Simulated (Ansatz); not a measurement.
Reaction (substitution at a C–C bond): `C[CH2][InH2]` + `N[Si](F)(F)F` → `CN[Si](F)(F)F` + `[CH3][InH2]`

Program: Ansatz. Geometries: PBE0-D4/def2-TZVP. ΔE: electronic, gas phase. CCSD(T)/CBS is the MP2 limit (def2-TZVPP, def2-QZVPP) plus CCSD(T) − MP2 in def2-TZVPP, frozen cores. This one scheme is used for every species. Functionals use def2-TZVPP. def2 core potentials past Kr. For In outer-core shells are correlated without core-valence functions, which leaves a few kJ/mol of doubt a bond. Each species was taken in one conformer, which may not be the lowest.

`C[CH2][InH2]`:

Cartesian coordinates in Å:
```
C 0.098 1.349 0.273
C 0.267 -0.119 0.641
In -0.346 -1.536 -0.876
H 0.427 2.012 1.081
H -0.945 1.596 0.058
H 0.674 1.614 -0.617
H -0.296 -0.364 1.548
H 1.312 -0.345 0.880
H -0.214 -3.242 -0.603
H -0.978 -0.965 -2.386
```

`N[Si](F)(F)F`:

```xyz
7

N     0.540   -0.390    0.814
Si   -0.322    0.280   -0.452
F    -0.591   -0.672   -1.682
F     0.464    1.514   -1.032
F    -1.742    0.730    0.058
H     1.541   -0.480    0.792
H     0.109   -0.982    1.502
```

`CN[Si](F)(F)F`:

```xyz
10

C     0.703   -0.342   -1.186
N     0.574   -0.045    0.228
Si   -0.843    0.356    1.016
F    -1.620    1.490    0.243
F    -0.496    0.840    2.474
F    -1.893   -0.815    1.161
H     1.564    0.175   -1.617
H    -0.182    0.009   -1.720
H     0.805   -1.414   -1.381
H     1.388   -0.254    0.782
```

`[CH3][InH2]`:

```xyz
7

C    -0.659    0.697    0.314
In    0.743   -0.784   -0.376
H    -1.527    0.763   -0.342
H    -1.004    0.424    1.315
H    -0.183    1.676    0.384
H     0.259   -2.006   -1.502
H     2.372   -0.770    0.208
```

| level | ΔE (kJ/mol) |
| --- | --- |
| r2SCANh-D4 | 23.6 |
| MP2/def2-QZVPP | 28.8 |

**Question.** What does CCSD(T)/CBS give? (Estimate.)

**Answer.** Computed: +26.7 kJ/mol. The listed levels differ from it by -3.1, 2.1 kJ/mol.

Largest T1 diagnostic among the species: 0.013.

In def2-TZVPP, CCSD(T) changes the Hartree–Fock value by +6.3 kJ/mol (the triples alone add +0.6 kJ/mol) and MP2 by +9.5 kJ/mol. At CCSD(T), def2-SVP lies −8.7 kJ/mol from the extrapolated value and def2-TZVPP −2.4 kJ/mol. Leaving LDA and LC-ωPBE aside and taking each functional with its dispersion term where it has one, the values, not all of them listed here, spread over 5.0 kJ/mol, from CAM-B3LYP-D4 to PBE-QIDH.
